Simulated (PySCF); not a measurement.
C3H10O3Si, SMILES CO[Si](C)(O)OC at its GFN2-xTB optimised geometry (Å):

```
17

C     -1.7654    -2.1173     1.6341
O     -0.5286    -1.5414     1.3044
Si    -0.1518    -0.6506     0.0000
C      1.7414    -0.6506     0.0000
O     -0.8338    -1.3181    -1.3187
O     -0.7801     0.8650     0.0000
C     -0.5243     1.8855     0.9236
H     -2.5012    -1.3454     1.8719
H     -1.6107    -2.7545     2.5055
H     -2.1405    -2.7153     0.8026
H      2.1405    -0.4275     0.9836
H      2.1391    -1.6127    -0.3022
H      2.1238     0.0958    -0.6896
H     -0.9509    -0.7858    -2.1009
H      0.5113     2.2243     0.8442
H     -0.7023     1.5442     1.9457
H     -1.1946     2.7153     0.6960
```

Method: PBE0/def2-SVP run with PySCF 2.14.0. Cells within 0.4 Å of a nucleus heavier than hydrogen are left out (blank, or x).

Map of the log10 of the electron density (e/bohr³), floored at −4 on the plane z = 1.0 Å:

```
|00000000000000000000000000000|
|00000000000000000000000000000|
|00000000001110000000000000000|
|00000000123332111000000000000|
|00000001244544332210000000000|
|00000002356665544321000000000|
|00000012467877666532000000000|
|00000012467888887642100000000|
|000000124678xx898643100000000|
|000000023578xx887642100000000|
|00000001356788776532110000000|
|00000001346777654332221000000|
|00000001345676554334433200000|
|00000001345666554455654310000|
|00000012235566655567765420000|
|00001223335666665678976421000|
|00002344445777766678876421000|
|00012355556899866567765320000|
|000124566778xx875555554310000|
|00012457777899875444443210000|
|00012467888888764333322100000|
|00012468987666653222211000000|
|00002467887554432100000000000|
|00002356766433210000000000000|
|00001244554321000000000000000|
|00000123332210000000000000000|
|00000001111000000000000000000|
|00000000000000000000000000000|
|00000000000000000000000000000|
```
Scale: ten equal steps from -4.00 (start of '0') to -0.190 (end of '9'), in the order '0123456789'; x runs from -5.00 to 5.00, y from -5.00 (bottom) to 5.00 (top).
